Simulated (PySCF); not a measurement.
```xyz
4
charge 0 multiplicity 3, angstrom
W     0.0000    0.0000   -0.1249
O     0.0000    0.0000    1.5507
H     1.5656    0.0000   -0.9055
H    -1.5656    0.0000   -0.9055
```

All numbers come from UPBE0/[W def2-TZVP with ECP60, O def2-TZVP, H def2-TZVP], scalar-relativistic core potentials, density fitting, no spin–orbit coupling, PySCF.

This geometry of H₂WO is a stationary point at this level.

**Question.** What is the point group?

**Answer.** C2v.

**Question.** Is it a minimum?

**Answer.** Yes: all harmonic wavenumbers are real.

**Question.** Which band is strongest in the infrared?

**Answer.** 1885 cm⁻¹ (b2), 257 km/mol.

**Question.** Give the atomic charges and bond orders.

**Answer.** 
| atom | Mulliken | Löwdin | polar tensor | spin (Mulliken) | Mayer order to W1 |
| --- | --- | --- | --- | --- | --- |
| W1 | 0.67 | 0.53 | 1.18 | 2.32 | – |
| O2 | -0.44 | -0.24 | -0.68 | -0.17 | 2.23 |
| H3,4 | -0.11 | -0.15 | -0.25 | -0.08 | 0.95 |

Other isomers or separated fragments may lie lower. Other spin states or occupations of the open shell can lie lower. No spin–orbit coupling is included, which matters more the heavier the element.
